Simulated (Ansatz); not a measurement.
Mulliken charges of GaH$_{6}$OSbSi, SMILES `[SiH3][GaH][O][SbH2]` from PBE/def2-TZVPP in Ansatz (PBE0-D4/def2-TZVP geometry).

```
atom   x (Å)   y (Å)   z (Å)  charge (e)
 Si1  -1.276   0.610  -0.785      -0.007
 Ga2  -0.414  -1.470   0.090       0.332
  O3   1.242  -1.444   0.777      -0.517
 Sb4   2.493   0.044   0.965       0.533
  H5  -2.719   0.476  -1.127      -0.037
  H6  -1.130   1.709   0.207      -0.024
  H7  -0.545   0.998  -2.023      -0.028
  H8  -1.071  -2.892   0.152      -0.028
  H9   1.549   0.966   2.074      -0.110
 H10   1.871   1.003  -0.329      -0.113
```

By hand: the dipole of these point charges (1 e Å = 4.8032 D).

Σ q r = (0.349, 0.052, 0.046) e Å, of length 0.356 e Å = 1.71 D.

How does the dipole of the full density compare? (Estimate.)

Computed: (0.032, 0.136, -0.035) e Å, 0.69 D; the point charges give 2.48 times that, at 71° from its direction.

Point charges leave out the atoms' own dipoles, such as those of lone pairs, and Mulliken's split depends on the basis, so the two needn't agree.
